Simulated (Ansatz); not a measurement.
A structure relaxed at PBE0-D4/def2-TZVP, charge 0, multiplicity 1:

Cartesian coordinates in Å:
```
C -0.536 -1.107 -2.261
C -0.064 -0.155 -1.690
Si 0.631 1.251 -0.762
Te -0.589 1.526 1.380
C -0.284 -0.519 1.968
H -0.953 -1.944 -2.775
H 2.074 0.977 -0.548
H 0.462 2.508 -1.531
H -0.858 -0.669 2.881
H -0.655 -1.172 1.181
H 0.771 -0.696 2.158
```

Task: Give its formula and SMILES.

Result: C3H6SiTe, `C#C[SiH2][Te]C`.

Task: Summarise the bond lengths by kind.

Result: 1 × C–C 1.207 Å; 4 × C–H 1.066 to 1.088 Å; 1 × C–Si 1.822 Å; 1 × Si–Te 2.481 Å; 2 × H–Si 1.483 to 1.484 Å; 1 × C–Te 2.149 Å.

Computed with Ansatz.
